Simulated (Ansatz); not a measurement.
Reaction: GeH3F (fluorogermane, SMILES [GeH3][F]) → GeH2F (SMILES [F][GeH2], doublet) + H (doublet) (the Ge-H bond breaks)
Each species at its own B3LYP-D3(BJ)/def2-TZVP minimum (Ansatz, an electronic-structure program).

Total energies in hartree (Ansatz). Open shells are spin-unrestricted; no spin-orbit coupling. Correlated methods leave the cores frozen (noble-gas shells, and filled d and f shells in the p block). No relativity. Where a partner has so few electrons that a lower coupled-cluster level is exact, that level stands in.

```csv
species,HF/cc-pVTZ,CCSD(T)/cc-pVTZ,HF/cc-pVQZ,CCSD(T)/cc-pVQZ,CCSDT(Q)/cc-pVTZ
"1: GeH3F (fluorogermane, SMILES [F][GeH3])",-2176.65657,-2177.07014,-2176.67077,-2177.11624,-2177.07103
"2: GeH2F (SMILES [F][GeH2], doublet)",-2176.04370,-2176.42800,-2176.05781,-2176.47284,-2176.42899
3: H (doublet),-0.49981,-0.49981,-0.49995,-0.49995,-0.49981
```

Problem. Work out the bond dissociation energy (electronic) in kcal/mol: take Hartree-Fock from cc-pVQZ, extrapolate the CCSD(T) correlation energy as X^-3 (X = 3, 4), and add CCSDT(Q) - CCSD(T) in cc-pVTZ. 1 hartree = 627.51 kcal/mol.

Solution. 
Species 1: correlation (64·(-0.44547) - 27·(-0.41357))/37 = -0.46875; step -0.00089; E1 = -2176.67077 + (-0.46875) + (-0.00089) = -2177.14041
Species 2: correlation (64·(-0.41503) - 27·(-0.38430))/37 = -0.43745; step -0.00099; E2 = -2176.05781 + (-0.43745) + (-0.00099) = -2176.49625
Species 3: correlation (64·(0.00000) - 27·(0.00000))/37 = 0.00000; step +0.00000; E3 = -0.49995 + (0.00000) + (+0.00000) = -0.49995
-1·E1 +1·E2 +1·E3 = 0.14421 hartree = 90.5 kcal/mol.
